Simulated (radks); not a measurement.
Results of a calculation; reference values are marked as such.
All-electron atom: Pd III in [Kr] 4d7.5 5s0.5 (fractional occupations, a model configuration). Code: a radial shooting solver on a logarithmic mesh with Libxc functionals. Model: scalar-relativistic Kohn-Sham, PBE, spin-polarised, spherical densities, point nucleus; open shells are filled with parallel spins first (spin-orbit coupling, left out, can overturn this in heavy ions).

Normalised radial functions P(r) = r R(r), r in bohr:

r	4s up	4p down
0.003391	0.1239	0.0062
0.004486	0.1525	0.0102
0.005984	0.1852	0.0170
0.007917	0.2175	0.0276
0.01056	0.2464	0.0450
0.01397	0.2622	0.0711
0.01863	0.2536	0.1111
0.02466	0.2065	0.1657
0.03289	0.1043	0.2379
0.04351	-0.0500	0.3160
0.05757	-0.2361	0.3805
0.07679	-0.3964	0.3919
0.1016	-0.4230	0.2981
0.1355	-0.2254	0.0595
0.1793	0.1688	-0.2722
0.2391	0.5714	-0.5597
0.3164	0.6348	-0.5685
0.422	0.1712	-0.1706
0.5584	-0.5808	0.4711
0.7447	-1.1398	1.0103
0.9854	-1.1325	1.1084
1.314	-0.7118	0.8040
1.739	-0.2974	0.4090
2.301	-0.0785	0.1421
3.069	-0.0111	0.0298
4.06	-0.0008	0.0036
5.416	0.0000	0.0002
7.165	0.0000	0.0000

4s up: eigenvalue -113.71 eV, 3 radial nodes at r = 0.0401, 0.161, 0.451 bohr, <r> = 0.941 bohr, 90 % of the charge inside 1.37 bohr. 4p down: eigenvalue -77.249 eV, 2 radial nodes at r = 0.143, 0.457 bohr, <r> = 1.03 bohr, 90 % of the charge inside 1.52 bohr.
